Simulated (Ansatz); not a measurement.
Gas-phase electronic energies from Ansatz, PBE0-D4/def2-TZVP geometries. CCSD(T)/CBS is the MP2 limit (def2-TZVPP, def2-QZVPP) plus CCSD(T) − MP2 in def2-TZVPP, frozen cores. DFT in def2-TZVPP. One conformer a species, not always the lowest.

Reaction (isomerisation): `CB(F)[SiH2]O` → `OC([SiH3])BF`

`CB(F)[SiH2]O`:

Cartesian coordinates in Å:
```
C -0.400 1.161 1.182
B -0.930 0.106 0.165
F -2.238 -0.151 0.134
Si 0.239 -0.965 -1.126
O 1.832 -0.509 -1.083
H 0.081 0.622 2.011
H -1.187 1.788 1.608
H 0.382 1.789 0.747
H -0.193 -0.740 -2.531
H 0.095 -2.425 -0.831
H 2.319 -0.678 -0.276
```

`OC([SiH3])BF`:

Z-matrix (Å, degrees):
```
C
Si 1 1.913
B 1 1.547 2 106.9
O 1 1.417 2 110.7 3 124.4
H 1 1.105 2 104.7 3 -113.7
H 2 1.486 1 111.4 3 68.1
H 2 1.490 1 106.0 3 -172.8
H 2 1.485 1 111.0 3 -54.8
F 3 1.320 1 121.4 2 112.5
H 3 1.201 1 120.6 2 -64.9
H 4 0.961 1 109.0 2 54.8
```

| species | PBE energy (Eh) |
| --- | --- |
| `CB(F)[SiH2]O` | -530.90068 |
| `OC([SiH3])BF` | -530.83930 |

Work out ΔE.

ΔE = (-530.83930) − (-530.90068) = 0.06138 Eh = +161.2 kJ/mol. CCSD(T)/CBS gives +169.6 kJ/mol.

Largest T1 diagnostic among the species: 0.013.

In def2-TZVPP, CCSD(T) changes the Hartree–Fock value by −7.5 kJ/mol (the triples alone add −2.3 kJ/mol) and MP2 by −4.3 kJ/mol. From PBE to PBE0 (25 % exact exchange), in def2-TZVPP and without D4, ΔE moves by +4.2 kJ/mol.
